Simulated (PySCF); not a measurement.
# Gallium: a sound run and one with changed settings

Sound run: Ga⁺ [Ar] 3d10 4s2, Ga²⁺ [Ar] 3d10 4s1. All numbers are calculated (PySCF 2.14, scalar relativity by spin-free X2C-1e, in x2c-SVPall). In the sound run the correlated levels freeze [Ar] 3d10. The sound run starts from symmetry-adapted Hartree-Fock orbitals and uses a fine grid where one is needed.

Changed run: initial guess minao, at most 50 SCF cycles.

```json
{"species": "Ga⁺", "method": "UHF", "sound run (hartree)": "-1941.62789", "changed run (hartree)": "-1941.62789", "converged": "yes"}
{"species": "Ga⁺", "method": "M06-L", "sound run (hartree)": "-1943.19577", "changed run (hartree)": "-1943.19577", "converged": "yes"}
{"species": "Ga⁺", "method": "CCSD(T)", "sound run (hartree)": "-1941.66378", "changed run (hartree)": "-1941.66378", "converged": "yes"}
{"species": "Ga²⁺", "method": "TPSS", "sound run (hartree)": "-1942.49775", "changed run (hartree)": "-1942.49775", "converged": "yes"}
```

Here the plain start reaches the same solutions.
